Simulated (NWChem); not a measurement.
System meant: SnBr cation, singlet; SMILES [Sn+][Br]

Here is an NWChem input.

```
start job
memory heap 200 mb stack 900 mb global 1100 mb
charge 1
geometry units angstroms noautoz
  Sn     0.000000     0.000000    -0.993741
  Br     0.000000     0.000000     1.431645
end
basis spherical
  Sn library def2-svp
  Br library def2-svp
end
dft
  xc pbe0
  iterations 150
  mulliken
end
task dft energy
```

End of the output:

```
             Grid Information
             ----------------
          Grid used for XC integration:  medium
          Radial quadrature: Mura-Knowles
          Angular quadrature: Lebedev.
          Tag              B.-S. Rad. Rad. Pts. Rad. Cut. Ang. Pts.
          ---              ---------- --------- --------- ---------
          Sn                  1.45      123           8.0       590
          Br                  1.15      112           9.0       590
          Grid pruning is: on
          Number of quadrature shells:   235
          Spatial weights used:  Erf1

          Convergence Information
          -----------------------
          Convergence aids based upon iterative change in
          total energy or number of iterations.
          Levelshifting, if invoked, occurs when the
          HOMO/LUMO gap drops below (HL_TOL):  1.00D-02
          DIIS, if invoked, will attempt to extrapolate
          using up to (NFOCK): 10 stored Fock matrices.

                    Damping( 0%)  Levelshifting(0.5)       DIIS
                  --------------- ------------------- ---------------
          dE  on:    start            ASAP                start
          dE off:    2 iters        150 iters           150 iters

      Screening Tolerance Information
      -------------------------------
          Density screening/tol_rho:  1.00D-10
          AO Gaussian exp screening on grid/accAOfunc:  14
          CD Gaussian exp screening on grid/accCDfunc:  20
          XC Gaussian exp screening on grid/accXCfunc:  20
          Schwarz screening/accCoul:  1.00D-08

      Superposition of Atomic Density Guess
      -------------------------------------

      charge =      50.0 Sn (Tin)

      symmetry species            s     p     d     f
      number of basis functions =10     7     6
      number of cont. functions = 4     4     2
      number of closed shells   = 5     3     2
      number of open shells     = 0     1     0
      open shell occupation     = 0     2     0
 ------------------------------------------------------------------------
 atomscf:atomd: error in atom scf                   0
 ------------------------------------------------------------------------
 ------------------------------------------------------------------------
  current input line :
    17: task dft energy
 ------------------------------------------------------------------------
 ------------------------------------------------------------------------
 This error has not yet been assigned to a category
 ------------------------------------------------------------------------
 For more information see the NWChem manual at https://nwchemgit.github.io

0:atomscf:atomd: error in atom scf:Received an Error in Communication
```

Find the fault in this run and fix the input.

The run crashed. Cause: the def2 basis of a heavy element holds valence functions alone and wants its effective core potential (without it all electrons must fit into that basis). This input runs:
```
start job
memory heap 200 mb stack 900 mb global 1100 mb
charge 1
geometry units angstroms noautoz
  Sn     0.000000     0.000000    -0.993741
  Br     0.000000     0.000000     1.431645
end
basis spherical
  * library def2-svp
end
ecp
  Sn library def2-ecp
end
dft
  xc pbe0
  iterations 150
  mulliken
end
task dft energy
```
It converges to -2787.62543 Ha (PBE0/def2-SVP with def2 effective core potentials on Sn).
